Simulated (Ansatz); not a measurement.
Sn₃O₃F₆⁻, that is cyclo-(F2SnO)3 with one electron more. Total charge -1; doublet. Geometry PBE-D4/def2-SVP, that of the neutral singlet; atoms count from 1.

```xyz
12

Sn    0.1170    0.1617    1.9934
F    -0.4989    1.6154    3.1069
F     0.9187   -1.1433    3.1721
O     1.4390    0.8909    0.6956
Sn    1.6485    0.1739   -1.1501
F     2.5883    1.4803   -2.2148
F     2.7249   -1.4347   -1.1266
O    -0.1138   -0.2361   -1.9781
Sn   -1.7768   -0.3469   -0.8911
F    -2.7614    1.3116   -1.0595
F    -2.8979   -1.7604   -1.5748
O    -1.3876   -0.7125    1.0269
```

In the def2 sets Sn takes a core potential; there is no spin–orbit coupling.

Estimate the Mulliken populations from the PBE0/def2-SVP orbitals of Ansatz.


```csv
atom,charge (e),spin (α − β)
Sn1,1.22,0.23
F2,-0.44,0.03
F3,-0.44,0.03
O4,-0.67,0.04
Sn5,1.23,0.22
F6,-0.44,0.04
F7,-0.45,0.03
O8,-0.67,0.05
Sn9,1.23,0.22
F10,-0.45,0.03
F11,-0.44,0.04
O12,-0.67,0.04
```
Mulliken values and Mayer orders depend strongly on the basis.

Where does the spin sit?

Summed by element: Sn 0.67, F 0.20, O 0.13, of 1 unpaired in all. Largest on single atoms: Sn1 0.23, Sn5 0.22, Sn9 0.22.

And the Mayer bond orders between bonded heavy atoms (over 0.3)?

Sn1–F2 0.85 (1.93 Å); Sn1–F3 0.85 (1.93 Å); Sn1–O4 0.86 (1.99 Å); Sn1–O12 0.86 (1.99 Å); O4–Sn5 0.86 (1.99 Å); Sn5–F6 0.85 (1.93 Å); Sn5–F7 0.85 (1.94 Å); Sn5–O8 0.87 (1.99 Å); O8–Sn9 0.87 (1.99 Å); Sn9–F10 0.85 (1.94 Å); Sn9–F11 0.85 (1.93 Å); Sn9–O12 0.86 (1.99 Å).
